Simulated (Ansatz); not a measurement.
`BC1CO1` and `[GaH2][CH]1CO1` differ in one element.

Ansatz, PBE0-D4/def2-TZVP geometries, multiplicity 1. 

Scalar relativity is left out up to krypton.

```csv
property,`BC1CO1`
"ideal-gas entropy at 298 K and 1 bar (rigid rotor, harmonic PBE0-D4/def2-TZVP) / J/(mol·K)",280
HOMO energy (PBE0/def2-TZVPP) / eV,-8.01
HOMO energy (PBE/def2-TZVPP) / eV,-6.37
LUMO energy (PBE/def2-TZVPP) / eV,-2.60
HOMO–LUMO gap (B3LYP/def2-TZVPP) / eV,5.91
size of the dipole moment (PBE/def2-TZVPP) / D,1.62
```

Question: What does the change do to each property? (Best estimate.)

Answer: Computed: 
| property | `[GaH2][CH]1CO1` | shift |
| --- | --- | --- |
| ideal-gas entropy at 298 K and 1 bar (rigid rotor, harmonic PBE0-D4/def2-TZVP) / J/(mol·K) | 318 | 38 |
| HOMO energy (PBE0/def2-TZVPP) / eV | -7.36 | 0.65 |
| HOMO energy (PBE/def2-TZVPP) / eV | -5.89 | 0.48 |
| LUMO energy (PBE/def2-TZVPP) / eV | -2.51 | 0.09 |
| HOMO–LUMO gap (B3LYP/def2-TZVPP) / eV | 5.13 | -0.78 |
| size of the dipole moment (PBE/def2-TZVPP) / D | 1.52 | -0.10 |

With PBE0 the HOMO rises by 0.65 eV and the LUMO falls by 0.10 eV, so the gap narrows by about 0.75 eV. PBE moves the HOMO by 0.48 eV and ωB97M-V by 0.78 eV. Dipoles are sizes alone; their direction can turn.

B3LYP here is the variant with VWN-RPA as its local correlation; programs differ in this.
